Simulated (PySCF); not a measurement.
CdCl2, charge +1, quartet, at a GFN2-xTB geometry of the parent state (such geometries of metal compounds can be far from the true shape) (a state made from the parent by changing its charge; the spin is typed, not shown lowest) (core potentials on Cd); TPSS/def2-SV(P) (PySCF).

The PySCF input:
```python
from pyscf import gto, scf, dft

mol = gto.M(
    atom='''
Cd   -0.747333    0.298517   -0.472689
Cl    1.834772   -0.118843   -0.374323
Cl    0.275346   -0.724029    1.708975
''',
    basis='def2-sv(p)',
    ecp={'Cd': 'def2-sv(p)'},
    charge=1,
    spin=3,
    verbose=5,
)

mf = dft.UKS(mol)
mf.xc = 'tpss'
mf.kernel()
mf.analyze()
```

Question: Predict the main parts of the log of this PySCF run.

Answer: 
```
PySCF version 2.14.0

[INPUT] verbose = 5
[INPUT] max_memory = 4000
[INPUT] num. atoms = 3
[INPUT] num. electrons = 53
[INPUT] charge = 1
[INPUT] spin (= nelec alpha-beta = 2S) = 3
[INPUT] symmetry False subgroup None
[INPUT] Mole.unit = angstrom
[INPUT] Symbol           X                Y                Z      unit          X                Y                Z       unit  Magmom
[...]
[INPUT] ---------------- BASIS SET ----------------
[INPUT] l, kappa, [nprim/nctr], expnt,             c_1 c_2 ...
[INPUT] Cl
[...]
                                1571.7365221      0.014754727977
                                357.12065523      0.066679112875
                                100.25185935      0.17228924084
                                30.812727554      0.158837861
[...]
                                5.7045760975      0.60841752753
                                2.3508376809      0.54352153355
[...]
                                72.102015515      -0.063563355471
                                22.532680262      -0.24016428276
                                7.8991765444      -0.47798866557
                                2.8767268321      -0.38515850005
[...]
[INPUT] Cd
[...]
                                7.837523          2.6110318971
                                5.089194          0.10748428949
[...]
                                3.936655          1.1003682332
                                1.3569243142      0.65366639411
                                0.58791569541     0.24632369113
[...]
                                3.2935059133      0.22596399568
                                1.4503676025      0.45294402972
                                0.59373316766     0.392189719582
[...]
nuclear repulsion = 194.717338490778
number of shells = 26
number of NR pGTOs = 122
number of NR cGTOs = 60
basis = def2-sv(p)
ecp = {'Cd': 'def2-sv(p)'}

******** <class 'pyscf.dft.uks.UKS'> ********
method = UKS
initial guess = minao
damping factor = 0
level_shift factor = 0
DIIS = <class 'pyscf.scf.diis.CDIIS'>
diis_start_cycle = 1
diis_space = 8
diis_damp = 0
SCF conv_tol = 1e-09
SCF conv_tol_grad = None
SCF max_cycles = 50
direct_scf = True
direct_scf_tol = 1e-13
number electrons alpha = 28  beta = 25
XC library pyscf.dft.libxc version 7.1.2
    S. Lehtola, C. Steigemann, M. J. T. Oliveira, and M. A. L. Marques,  SoftwareX 7, 1–5 (2018)
XC functionals = tpss
[...]
converged SCF energy = -1087.42266801239  <S^2> = 3.7534469  2S+1 = 4.0017231
Total Energy =                       -1087.422668012391568
[...]
2 Cl 3dx2-y2     0.03290  -0.04534   0.08931  -0.00441  -0.00010

spin_pop of  0 Cd 4s        0.00078
spin_pop of  0 Cd 5s        0.80627
spin_pop of  0 Cd 6s        0.00955
spin_pop of  0 Cd 7s        0.00451
spin_pop of  0 Cd 8s        0.00321
spin_pop of  0 Cd 4px      -0.00016
spin_pop of  0 Cd 4py       0.00196
spin_pop of  0 Cd 4pz      -0.00071
spin_pop of  0 Cd 5px       0.00090
spin_pop of  0 Cd 5py       0.00187
spin_pop of  0 Cd 5pz       0.00095
spin_pop of  0 Cd 6px       0.00203
spin_pop of  0 Cd 6py       0.00523
spin_pop of  0 Cd 6pz      -0.00100
spin_pop of  0 Cd 4dxy     -0.00760
spin_pop of  0 Cd 4dyz     -0.00792
spin_pop of  0 Cd 4dz^2    -0.01055
spin_pop of  0 Cd 4dxz     -0.00791
spin_pop of  0 Cd 4dx2-y2    0.00120
spin_pop of  0 Cd 5dxy      0.01192
spin_pop of  0 Cd 5dyz      0.01145
spin_pop of  0 Cd 5dz^2     0.01226
spin_pop of  0 Cd 5dxz      0.01156
spin_pop of  0 Cd 5dx2-y2   -0.00014
spin_pop of  1 Cl 1s        0.00000
spin_pop of  1 Cl 2s       -0.00001
spin_pop of  1 Cl 3s        0.00846
spin_pop of  1 Cl 4s        0.00145
spin_pop of  1 Cl 2px       0.00001
spin_pop of  1 Cl 2py       0.00002
spin_pop of  1 Cl 2pz       0.00002
spin_pop of  1 Cl 3px       0.19921
spin_pop of  1 Cl 3py       0.45790
spin_pop of  1 Cl 3pz       0.40578
spin_pop of  1 Cl 4px       0.00047
spin_pop of  1 Cl 4py       0.00084
spin_pop of  1 Cl 4pz       0.00072
spin_pop of  1 Cl 3dxy      0.00014
spin_pop of  1 Cl 3dyz      0.00006
spin_pop of  1 Cl 3dz^2     0.00016
spin_pop of  1 Cl 3dxz      0.00008
spin_pop of  1 Cl 3dx2-y2    0.00016
spin_pop of  2 Cl 1s        0.00000
spin_pop of  2 Cl 2s       -0.00001
spin_pop of  2 Cl 3s        0.00843
spin_pop of  2 Cl 4s        0.00193
spin_pop of  2 Cl 2px       0.00001
spin_pop of  2 Cl 2py       0.00002
spin_pop of  2 Cl 2pz       0.00001
spin_pop of  2 Cl 3px       0.24275
spin_pop of  2 Cl 3py       0.44988
spin_pop of  2 Cl 3pz       0.36918
spin_pop of  2 Cl 4px       0.00052
spin_pop of  2 Cl 4py       0.00092
spin_pop of  2 Cl 4pz       0.00072
spin_pop of  2 Cl 3dxy      0.00008
spin_pop of  2 Cl 3dyz      0.00007
spin_pop of  2 Cl 3dz^2     0.00004
spin_pop of  2 Cl 3dxz      0.00020
spin_pop of  2 Cl 3dx2-y2    0.00014
In total            28.00000 | 25.00000

WARN: System has nonzero charge 1; the dipole moment is origin-dependent.
Location of origin: [0. 0. 0.]

Dipole moment(X, Y, Z, Debye):  0.08832, -0.03528,  0.05599
```
